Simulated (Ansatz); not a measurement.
`CBC[SiH2]F` + H₂O → `CBC[SiH2]O` + H–F  (formal hydrolysis of the Si–F bond)

Isolated molecules relaxed with PBE0-D4/def2-TZVP in Ansatz; ΔE leaves out vibrations. CBS: MP2 limit from def2 TZ/QZ plus the TZ coupled-cluster correction, frozen cores. This one scheme is used for every species. Functionals use def2-TZVPP. HSE06 is defined as in plane-wave codes. One conformer a species, not always the lowest.

`CBC[SiH2]F`:

```xyz
13

C     1.105    0.435   -1.579
B    -0.182    0.690   -0.741
C    -0.954   -0.427    0.004
Si   -0.395   -0.504    1.781
F     1.193   -0.722    1.839
H     1.032    0.917   -2.560
H     1.374   -0.615   -1.717
H     1.946    0.939   -1.084
H    -0.562    1.824   -0.609
H    -0.813   -1.430   -0.412
H    -2.027   -0.213    0.099
H    -1.020   -1.653    2.481
H    -0.697    0.758    2.499
```

H₂O:

Cartesian coordinates in Å:
```
O -0.016 -0.169 0.350
H 0.735 0.274 -0.050
H -0.719 -0.105 -0.300
```

`CBC[SiH2]O`:

```xyz
14

C     0.645    1.943    0.891
B     1.033    0.810   -0.108
C     0.649   -0.673    0.100
Si   -1.015   -1.043   -0.662
O    -1.310   -2.640   -0.363
H     0.108    2.745    0.371
H     1.562    2.421    1.259
H     0.055    1.624    1.753
H     1.625    1.118   -1.109
H     0.523   -0.944    1.155
H     1.330   -1.378   -0.387
H    -2.077   -0.191   -0.056
H    -1.009   -0.781   -2.129
H    -2.119   -3.012   -0.716
```

H–F:

Z-matrix (Å, degrees):
```
F
H 1 0.920
```

Problem. Is it downhill or uphill in electronic energy at CCSD(T)/CBS, and by how much? (Estimate.)

Solution. Computed: Uphill: ΔE = +46.5 kJ/mol.

Problem. What do these levels give: B97M-V, r2SCANh-D4, HSE06-D4, B2PLYP, PBE-QIDH, r2SCAN0, CCSD(T)/def2-SVP, SCS-MP2/def2-TZVPP, SCS-MP2/def2-QZVPP, HF/CBS(def2), MP2/CBS(def2), CCSD/CBS(def2)? (Best estimate.)

Solution. Ansatz gave: B97M-V 49.9, r2SCANh-D4 47.8, HSE06-D4 44.8, B2PLYP 48.6, PBE-QIDH 44.6, r2SCAN0 47.4, CCSD(T)/def2-SVP 48.2, SCS-MP2/def2-TZVPP 45.9, SCS-MP2/def2-QZVPP 47.0, HF/CBS(def2) 54.0, MP2/CBS(def2) 44.8, CCSD/CBS(def2) 47.6 kJ/mol.

Largest T1 diagnostic among the species: 0.011.

Leaving LDA and LC-ωPBE aside and taking each functional with its dispersion term where it has one, the values, not all of them listed here, spread over 5.6 kJ/mol, from revPBE-D4 to B97M-V. LDA lies −4.5 kJ/mol from PBE without D4. In def2-TZVPP, CCSD(T) changes the Hartree–Fock value by −7.5 kJ/mol (the triples alone add −1.1 kJ/mol) and MP2 by −9.2 kJ/mol.
